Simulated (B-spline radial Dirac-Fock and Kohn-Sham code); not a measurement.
## Compton profile of Gd⁵³⁺

System: the Gd⁵³⁺ ion, configuration [Ne] 3s1.

Level of theory: the impulse approximation on relativistic Hartree-Fock (Dirac-Fock) wave functions, averaged over the configuration; an atomic code on a B-spline grid. pz is in atomic units of momentum; subshell profiles are per electron, for a selection of subshells; open shells are spread over both j values by their weights.

```tsv
pz	J total	J 1s1/2	J 2s1/2	J 2p1/2	J 3s1/2
0	0.3227	0.0122	0.0422	0.0209	0.0822
0.5	0.3218	0.0122	0.0422	0.0209	0.0815
0.6	0.3215	0.0122	0.0421	0.0209	0.0812
0.8	0.3205	0.0122	0.0421	0.0209	0.0804
1	0.3193	0.0122	0.0419	0.0209	0.0794
1.2	0.3178	0.0122	0.0418	0.0209	0.0782
1.4	0.3161	0.0122	0.0416	0.0209	0.0769
1.6	0.3142	0.0122	0.0415	0.0209	0.0753
1.8	0.3120	0.0122	0.0413	0.0209	0.0736
2	0.3097	0.0122	0.0410	0.0209	0.0717
2.5	0.3030	0.0121	0.0404	0.0209	0.0664
3	0.2954	0.0121	0.0396	0.0209	0.0605
4	0.2784	0.0121	0.0376	0.0209	0.0478
5	0.2609	0.0120	0.0353	0.0208	0.0357
7	0.2293	0.0118	0.0297	0.0205	0.0177
10	0.1942	0.0114	0.0208	0.0195	0.00844
15	0.1450	0.0105	0.00917	0.0161	0.00734
20	0.09907	0.00945	0.00339	0.0118	0.00370
30	0.04429	0.00711	0.00112	0.00499	0.000417
40	0.02213	0.00501	0.00106	0.00189	0.000280
60	0.007222	0.00228	0.000556	0.000307	0.000165
100	0.001281	0.000490	9.94e-05	1.98e-05	2.85e-05
```

J(0) = 0.3227. The 2p3/2 subshell gives the largest part, 28 %.

Mean momentum ⟨p⟩ by subshell (a.u.): 1s1/2 62.7, 2s1/2 22.9, 2p1/2 30.2, 2p3/2 27.8, 3s1/2 13.2.

Values without a named source are computed, but for edge energies of neutral atoms, which are taken from tables.
